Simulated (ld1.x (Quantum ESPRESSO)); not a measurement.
**Transferability test, RRKJ potential for cadmium**

ld1.x (Quantum ESPRESSO) 7.5 input, shortened:

```
&input
   title='Cd', zed=48., rel=1, dft='BLYP', iswitch=3,
   config='[Kr] 4d10 5s1.5 5p0.5'
 /
 &inputp
   pseudotype=2, tm=.false., lloc=0,
   nlcc=.false.
 /
3
4P  2  1   6.00   0.00  1.25  1.25  0.0
4D  3  2  10.00   0.00  1.15  1.15  0.0
4S  1  0   2.00   0.00  1.10  1.10  0.0
 &test
   configts(1)='4s2 4p6 4d10 5s1.5 5p0.5'
 /
```

Occupied shells without a wave of their own: 5p, 5s. They enter only through the test configuration that unscreens the potential.

Energies are relative to the spin-unpolarised reference configuration 4s2 4p6 4d10 5s1.5 5p0.5; without spin polarisation the order of configurations can differ from experiment.

Question: Give the all-electron excitation energy and the error of the potential for: 4s2 4p6 4d10 5s2 5p0; 4s2 4p6 4d10 5s1 5p0; 4s2 4p6 4d10 5s0 5p0; 4s2 4p6 4d9 5s0 5p0; 4s2 4p6 4d8 5s0 5p0; 4s2 4p6 4d9 5s2 5p1; 4s2 4p6 4d10 5s1 5p1.

Answer:

```tsv
valence configuration	charge	ΔE all-electron (eV)	error AE − PS (meV)
4s2 4p6 4d10 5s2 5p0	0	-2.284	+137
4s2 4p6 4d10 5s1 5p0	+1	7.035	-268
4s2 4p6 4d10 5s0 5p0	+2	24.333	-879
4s2 4p6 4d9 5s0 5p0	+3	62.231	-1269
4s2 4p6 4d8 5s0 5p0	+4	116.151	-1676
4s2 4p6 4d9 5s2 5p1	0	10.205	+286
4s2 4p6 4d10 5s1 5p1	0	2.389	-145
```

ld1.x printed “convergence not achieved” for 7 of the counted tests; their residual had stalled under 1e-8, short of the target of 1e-14. The 5p, 5s levels have no wave, so the channel is fitted at the deeper level alone: the likely source of the large errors.

The potential misses its own reference levels by up to 0.3 eV.
